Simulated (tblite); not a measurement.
Compound: C₇H₁₀F₂O₂.
Z-matrix (Å and degrees, GFN2-xTB geometry), rows numbered from 1:
```
F 
C   1  1.3632
F   2  1.3422  1  105.28
O   2  1.3421  1  112.21  3  -118.18
C   4  1.4296  2  117.21  1   -91.10
C   5  1.5287  4  106.89  2  -160.58
C   6  1.5252  5  110.42  4  -167.91
C   7  1.5263  6  110.18  5    67.70
C   8  1.5103  7  110.98  6   -53.36
O   9  1.4017  8  118.46  7   -46.43
C  10  1.3982  9   63.14  8   110.59
H   2  1.1082  1  106.68  3   115.40
H   5  1.1018  4  108.98  2   -41.70
H   6  1.0898  5  108.93  4    70.01
H   6  1.0908  5  107.99  4   -47.28
H   7  1.0913  6  109.51  5   -52.62
H   7  1.0899  6  109.89  5  -171.50
H   8  1.0923  7  110.07  6    66.04
H   8  1.0918  7  110.31  6  -174.60
H   9  1.0883  8  115.13  7   173.47
H  11  1.0870  5  114.54  4   -19.71
```

Calculated harmonic vibrations of the isolated species, GFN2-xTB (tblite), most abundant isotopes, no scaling. Against measured fundamentals such values can be off by several per cent, at times by over 20. One conformer, not necessarily the lowest.

Harmonic wavenumbers (cm⁻¹): 31.8, 59.8, 81.1, 187.1, 254.7, 263.7, 283.3, 335.2, 387.4, 427.9, 482.8, 523.2, 543.6, 627.5, 656.2, 829.0, 881.1, 899.1, 931.1, 953.4, 966.7, 987.6, 1037.1, 1045.6, 1058.4, 1063.6, 1071.6, 1104.8, 1136.3, 1144.3, 1155.1, 1168.4, 1205.4, 1225.5, 1258.3, 1265.8, 1277.0, 1293.7, 1307.0, 1316.3, 1337.1, 1341.0, 1347.2, 1463.2, 1475.6, 1479.0, 1485.8, 2833.8, 2852.4, 2974.3, 2982.8, 2989.2, 2992.8, 3000.4, 3006.7, 3009.3, 3011.7.

A = 2386, B = 644.2, C = 545.3 MHz; mass 164.065 u (most abundant isotopes); point group C1, symmetry number 1.

Q: Zero-point energy?

A: ½Σν̃ = 36155 cm⁻¹ = 432.51 kJ/mol.

Q: What is S at 273.15 K and 1 bar for an ideal gas of classical rigid rotors and harmonic oscillators?

A: Translation 170.64, rotation 125.80, vibration 109.70: S = 406.1 J/(mol K).

Q: And Cp and H(273.15 K) − H(0)?

A: Cp = 151.02 J/(mol K), of which vibrations give 117.76 (their classical limit is 57 R = 473.9); H(273.15 K) − H(0) = 24.60 kJ/mol without the zero-point energy, 15.51 from vibrations.

Q: What must be added to the electronic energy to get the Gibbs energy at 273.15 K and 1 bar?

A: ZPE + [H(273.15 K) − H(0)] − T·S = 432.51 + 24.60 − 110.94 = 346.17 kJ/mol.

Q: Blend soft modes into free rotors: weight 1/[1 + (100 cm⁻¹/ν̃)⁴] for the oscillator and the rest for a rotor with moment μB/(μ + B), μ = h/(8π²ν), B = 10⁻⁴⁴ kg m². What vibrational entropy results?

A: 97.22 J/(mol K) in place of 109.70, which changes −T·S at 273.15 K by +3.41 kJ/mol.

Q: How do the functions run with temperature in this model?

A: 
| T (K) | S (J/(mol K)) | Cp (J/(mol K)) | H − H(0) (kJ/mol) | G − H(0) (kJ/mol) | ln q(vib) |
| --- | --- | --- | --- | --- | --- |
| 50 | 257.4 | 54.8 | 2.19 | -10.68 | 0.82 |
| 100 | 301.0 | 73.9 | 5.39 | -24.70 | 2.08 |
| 298.15 | 419.9 | 163.9 | 28.53 | -96.67 | 6.99 |
| 373.15 | 460.9 | 202.5 | 42.28 | -129.70 | 8.90 |
| 500 | 528.5 | 260.3 | 71.77 | -192.48 | 12.23 |
| 750 | 650.3 | 338.8 | 147.51 | -340.20 | 18.86 |
| 1000 | 754.9 | 387.1 | 238.71 | -516.18 | 25.24 |

q(vib) and H(0) count from the zero-point level.

Q: Which modes carry the vibrational entropy at 273.15 K?

A: 31.8 cm⁻¹: 23.18; 59.8 cm⁻¹: 17.95; 81.1 cm⁻¹: 15.45; 187.1 cm⁻¹: 8.76; 254.7 cm⁻¹: 6.47; 263.7 cm⁻¹: 6.22 J/(mol K); the other 51 give 31.66 together.

Hindered rotation and anharmonicity are outside this model. Other conformers, if any are populated, would add a mixing term that is left out. The structure is chiral; the term R ln 2 for an equal mix with its mirror image is left out.
